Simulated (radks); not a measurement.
Task: The mean radii <r> (bohr) of the occupied orbitals of an atom or ion are listed with their occupations. Method: non-relativistic Kohn-Sham, PBE, spin-polarised, spherical densities, point nucleus; computed with a radial shooting solver on a logarithmic mesh with Libxc functionals.

| orbital | occ. | <r> |
|---|---|---|
| 1s up | 1 | 0.2712 |
| 1s down | 1 | 0.2705 |
| 2s up | 1 | 1.556 |
| 2s down | 1 | 1.608 |
| 2p up | 2 | 1.746 |

Name the element and its charge. Open shells, if any, are filled with parallel spins first.

Result: Z = 6, carbon, charge 0: C in [He] 2s2 2p2. The 1s radius gives Z: for a bare nucleus <r> = 1.5/Z, 0.25 bohr for Z = 6, and screening makes it slightly larger (0.2712 here). The occupations add up to 6, and the charge is Z minus that.
